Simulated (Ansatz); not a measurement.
Reaction (atomization): `C[C@H]1O[C@@H]1[SbH2]` → 3 C• + 7 H• + O• + Sb•

Gas-phase electronic energies from Ansatz, PBE0-D4/def2-TZVP geometries. CCSD(T)/CBS is the MP2 limit (def2-TZVPP, def2-QZVPP) plus CCSD(T) − MP2 in def2-TZVPP, frozen cores. This one scheme is used for every species, atoms too. DFT in def2-TZVPP. B3LYP here is the variant with VWN-RPA as its local correlation; programs differ in this. No spin–orbit coupling; open shells (•) take unrestricted orbitals. Spin–orbit coupling would lower the free atoms: a little for C, O. def2 core potentials past Kr. For Sb outer-core shells are correlated without core-valence functions, so the limit isn't a true one: a few kJ/mol of doubt a bond, and 10 to 20 or more in all where bonds break to atoms.

| level | ΔE (eV) | difference from CCSD(T)/CBS |
| --- | --- | --- |
| PBE-D4 | 45.80 | 1.27 |
| PBE0-D4 | 44.76 | 0.23 |
| B3LYP-D4 | 44.59 | 0.06 |
| ωB97M-V | 44.58 | 0.05 |
| B2PLYP | 43.98 | -0.55 |
| r2SCAN | 44.55 | 0.02 |
| PBE0 | 44.53 | 0.00 |
| HF/def2-TZVPP | 30.89 | -13.64 |
| MP2/def2-TZVPP | 43.81 | -0.72 |
| SCS-MP2/def2-TZVPP | 43.66 | -0.87 |
| CCSD/def2-TZVPP | 42.55 | -1.98 |
| CCSD(T)/def2-TZVPP | 43.34 | -1.19 |
| MP2/def2-QZVPP | 44.52 | -0.01 |
| HF/CBS(def2) | 30.96 | -13.57 |
| MP2/CBS(def2) | 45.01 | 0.48 |
| CCSD/CBS(def2) | 43.74 | -0.79 |
| CCSD(T)/CBS | 44.53 | 0 |

Largest T1 diagnostic among the species: 0.013.

The D4 term adds +0.43 eV with B3LYP and +0.22 eV with PBE0; it sums over pairs of atoms, weighted by their polarisabilities, and B3LYP, whose exchange is more repulsive, gets the larger term. In def2-TZVPP, CCSD(T) changes the Hartree–Fock value by +12.45 eV (the triples alone add +0.79 eV) and MP2 by +12.93 eV; breaking electron pairs costs correlation energy, which Hartree–Fock lacks. From PBE to PBE0 (25 % exact exchange), in def2-TZVPP and without D4, ΔE moves by −1.00 eV: exact exchange takes away binding that semilocal exchange gives to molecules.

For atomizations the MP2-based limit and the directly extrapolated one differ by several kJ/mol either way, and by 10 to 25 for some Ge, Se and Sn compounds, so smaller differences from it don't rank the levels.
